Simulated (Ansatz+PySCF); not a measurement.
Values are calculated unless marked as measured or tabulated.
Input for PySCF 2.14.0:

```python
from pyscf import gto, scf

mol = gto.M(atom="""
Nb 0.000000 0.000000 0.000000
O 0.000000 0.000000 1.758640
""", basis='def2-svp', ecp={'Nb': 'def2-svp'}, charge=0, spin=3)
mf = scf.UHF(mol)
mf.init_guess = 'minao'
mf.kernel()
while True:  # follow internal instabilities
    mo, _, stable, _ = mf.stability(return_status=True)
    if stable: break
    mf.kernel(mf.make_rdm1(mo, mf.mo_occ))
print(mf.converged, mf.e_tot, mf.spin_square()[0])
```

The script is written out from the run's settings. The basis set brings a core potential for Nb, so the total leaves out those core electrons.

The run gave:

```json
{"Converged": "yes", "Total energy": "-131.15014 hartree", "Spin squared of the determinant": "3.920"}
```

Caution: other spin multiplicities were not run; the unrestricted determinant is spin contaminated.
